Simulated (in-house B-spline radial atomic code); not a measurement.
Configurations of neutral bromine, with energies counted from [Ar] 3d10 4s2 (4p1/2)2 (4p3/2)3. Method: Dirac-Hartree-Fock, average of each configuration as written, Fermi nucleus of rms radius 4.1629 fm. Calculated with an all-electron radial atomic-structure program (B-spline basis). Energies include first-order Breit, QED and recoil terms.

Occupations are held fixed; configurations that lie above the ionisation limit could autoionise.

```
                                        configuration  E - E(ref) (eV)  highest orbital  its <r> (bohr)
                      [Ar] 3d10 4s2 (4p1/2)1 (4p3/2)4          0.45554            4p3/2           2.121
                  [Ar] 3d10 4s2 (4p1/2)2 (4p3/2)2 8s1           10.877            8s1/2           37.74
             [Ar] 3d10 4s1 (4p1/2)2 (4p3/2)3 (4d5/2)1           24.896            4d5/2           8.912
             [Ar] 3d10 4s1 (4p1/2)2 (4p3/2)3 (6f7/2)1           26.159            6f7/2           47.96
             [Ar] 3d10 4s1 (4p1/2)2 (4p3/2)3 (7g9/2)1            26.26            7g9/2            63.5
[Ar] (3d3/2)3 (3d5/2)6 4s2 (4p1/2)1 (4p3/2)4 (6d5/2)1           77.544            6d5/2           30.97
```

(1) Order these further configurations by energy, lowest first.
A. [Ar] 3d10 4s1 (4p1/2)2 (4p3/2)3 (8p1/2)1
B. [Ar] 3d10 4s2 (4p1/2)2 (4p3/2)2 (5p1/2)1
C. [Ne] 3s2 (3p1/2)1 (3p3/2)4 3d10 4s2 (4p1/2)2 (4p3/2)3 (4d3/2)1
D. [Ar] 3d10 4s2 (4p1/2)1 (4p3/2)3 (7d3/2)1
E. [Ar] 3d10 4s2 (4p1/2)1 (4p3/2)3 (4d3/2)1

(2) How far above the reference does [Ar] 3d10 4s2 (4p1/2)2 (4p3/2)2 6s1 lie?

(3) How far above the reference does [Ne] 3s2 (3p1/2)2 (3p3/2)3 3d10 4s2 (4p1/2)1 (4p3/2)4 (6f5/2)1 lie?

Answers

(1) B (9.0841 eV), E (10.118 eV), D (11.33 eV), A (26.08 eV), C (199.54 eV).

(2) 9.9055 eV; its least bound orbital is 6s1/2 with <r> = 13.63 bohr.

(3) 194.54 eV; its least bound orbital is 6f5/2 with <r> = 47.97 bohr.
